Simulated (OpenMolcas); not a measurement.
## Mn3+, Tc3+, Re3+: d⁴ down the group

```yaml
Program: OpenMolcas 26.06
Method: SS-CASPT2, IPEA 0.25 Eh, imaginary shift 0.1 Eh
Basis: ANO-RCC-VQZP
Scalar_Hamiltonian: DKH2, point nucleus
Spin-orbit_coupling: state interaction with AMFI integrals over the reference wave functions, term energies averaged over their components
```

Active space for each ion: 4 electrons in 5 orbitals (d); closed shells correlated by CASPT2: Mn3+ 3s 3p; Tc3+ 4s 4p; Re3+ 5s 5p.

Computed levels in cm-1 above ⁵D₀:

| Level | Mn3+ | Tc3+ | Re3+ |
| --- | --- | --- | --- |
| ⁵D₁ | 101 | 343 | 3280 |
| ⁵D₂ | 297 | 936 | 6330 |
| ⁵D₃ | 579 | 1692 | 8790 |
| ⁵D₄ | 939 | 2560 | 10580 |
| ³P₀(1) | 20570 | 14360 | 15510 |
| ³P₁(1) | 21170 | 16130 | 20820 |
| ³H₄ | 21250 | 15560 | 17840 |
| ³H₅ | 21460 | 16370 | 21950 |
| ³H₆ | 21700 | 17070 | 23870 |
| weight of ⁵D in the lowest level (%) | 100 | 98 | 67 |

Mixed levels, with the weight of the term that names them: Re3+ ⁵D₀ (67 %), Re3+ ³P₀(1) (56 %), Re3+ ³H₄ (58 %).

Measured, with the error of the calculation in %. Measured levels: Mn3+ from Corliss and Sugar, J. Phys. Chem. Ref. Data 6, 1253 (1977); Re3+ from the list in Brasseur, Gamrath and Quinet, At. Data Nucl. Data Tables 157, 101636 (2024).

| Level | Mn3+ | Re3+ |
| --- | --- | --- |
| ⁵D₁ | 99.0 (+1.7) | 3084 (+6.5) |
| ⁵D₂ | 287 (+3.5) | 5979 (+5.9) |
| ⁵D₃ | 552 (+4.9) | 8350 (+5.2) |
| ⁵D₄ | 886 (+6.0) | 10121 (+4.6) |
| ³P₀(1) | 20654 (-0.4) |  |
| ³P₁(1) | 21279 (-0.5) | 19340 (+7.7) |
| ³H₄ | 21281 (-0.2) | 16946 (+5.3) |
| ³H₅ | 21475 (-0.1) | 20930 (+4.9) |
| ³H₆ | 21679 (+0.1) | 22896 (+4.3) |

The fine-structure level ⁵D₄ changes by a factor of 11.3 from Mn3+ to Re3+.

Without spin-orbit coupling ³P(1) lies 21100, 15590, 13550 cm-1 above ⁵D in that order; the difference to the level ³P₀(1), of either sign, comes from spin-orbit coupling, which also lowers the zero.

Term energies are means over components that CASPT2 splits; among the terms shown or strongly mixed into the levels shown the widest spread is 410 cm-1 (5d⁴ ¹G(1), Re3+). Computed and measured levels are paired by configuration, term and J; levels that our copy of the source lacks, or whose pairing is in doubt (as where it misses far off the trend of its configuration), stay unpaired and out of the deviations. Only configurations of the active space appear.

A number in round brackets counts repeated terms of one configuration in the order of the reference energies.
